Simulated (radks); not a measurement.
The numbers below are computed, except where a source is named.
Question: The hydrogen anion H-, [He], held by a Watson sphere: a shell of charge +1 at radius R that stands for the Madelung well of a crystal (potential energy -1/R inside, -1/r outside, in hartree with lengths in bohr). Level of theory: scalar-relativistic Kohn-Sham, LB94 model potential, spin-polarised, spherical densities, finite nucleus; Fermi nuclear charge, rms radius of each element as measured or else 0.836 A^(1/3) + 0.57 fm (a radial shooting solver on a logarithmic mesh with Libxc functionals). Response by self-consistent Sternheimer equations with the Hartree and adiabatic LDA kernel, the relativistic mass of each level held fixed and spin-orbit coupling left out. The sphere does not respond.

R (bohr)  e(1s) (eV)  <r> 1s (bohr)  sum of <r^2> (bohr^2)  X-ray form factor at sin(theta)/lambda = 0.2 1/angstrom  alpha (bohr^3)
2.03         -10.682          1.805                  8.615                                                    0.733           14.87
2.07         -10.570          1.817                  8.734                                                    0.725           15.29
2.34          -9.876          1.891                  9.509                                                    0.684           18.23
2.36          -9.829          1.896                  9.564                                                    0.681           18.45
2.92          -8.666          2.018                  10.98                                                    0.627           24.93

Estimate the row for R = 3.04 bohr.

Answer: e(1s) (eV) -8.453; <r> 1s (bohr) 2.039; sum of <r^2> (bohr^2) 11.25; X-ray form factor at sin(theta)/lambda = 0.2 1/angstrom 0.619; alpha (bohr^3) 26.36.
